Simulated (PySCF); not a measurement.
ZnHI, SMILES [ZnH][I].

Coordinates come from a B3LYP-D3(BJ)/def2-TZVP optimisation. The def2 effective core potentials stand for the cores of I; spin–orbit coupling is left out.

Method: PBE/def2-TZVPD (PySCF).

The molecule is in vacuum.

The total energy is -2077.46749 hartree and the point group is C∞v. The highest occupied level is -6.61 eV. The lowest empty level is -1.68 eV, the orbital gap is 4.93 eV and the dipole moment is 0.238 e·Å. The quadrupole, principal values (traceless, Buckingham form, about the centre of nuclear charge) is -1.24, 0.62, 0.62 D·Å. The mean static polarisability is 66.0 bohr³ (9.78 Å³). The polarisability, principal values comes out as 53.7, 53.7, 90.5 bohr³.
